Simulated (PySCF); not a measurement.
This script is equivalent to a calculation on Li (lithium, neutral).

```python
from pyscf import gto, scf, dft, mp, cc
import basis_set_exchange as bse
mol = gto.M(atom="Li 0 0 0", charge=0, spin=1, symmetry="D2h",
            basis=gto.basis.parse(bse.get_basis("aug-cc-pV5Z", elements=["Li"], fmt="nwchem")))
mf = dft.UKS(mol, xc="R2SCAN")
mf.irrep_nelec = {'Ag': (2, 1)}
mf.kernel()
```

(1) What total energy does it give?

(2) Which occupied shell lies highest, and where?

(3) What is ⟨S²⟩, and what would a pure spin state give?

Answers

(1) -7.480 hartree (calculated).

(2) 2s α, at -3.252 eV.

(3) 0.750, against 0.75.
